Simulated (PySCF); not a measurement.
C6H7, SMILES C1C[C]=CC=C1, multiplicity 2. Geometry optimised at PBE-D3(BJ)/def2-SVP. The isomer is the one that the SMILES or the coordinates give; other isomers of the formula were not compared. The values are those of a single conformer.

Level of theory: PySCF 2.14.0 with PBE-D3(BJ)/def2-SVP.

Harmonic wavenumbers (cm⁻¹): 182, 310, 430, 469, 562, 651, 714, 801, 852, 907, 927, 950, 953, 975, 1023, 1111, 1120, 1180, 1219, 1272, 1295, 1343, 1375, 1387, 1602, 1665, 2920, 2929, 3013, 3017, 3094, 3103, 3121. Rotational constants (GHz): 5.478, 4.930, 2.755; symmetry number 1.

Q: Work out the zero-point energy and the ideal-gas rigid-rotor harmonic-oscillator thermochemistry at 298.15 K and 1 atm.

A: ZPE = ½ Σ hcν = ½ × 46471 cm⁻¹ = 66.43 kcal/mol. H − E(el) = 70.37 kcal/mol. Entropy in cal/(mol K): translation 39.02, rotation 25.87, vibration 7.83, spin 1.38, total 74.10. G − E(el) = 48.27 kcal/mol. Cp = 22.54 cal/(mol K).
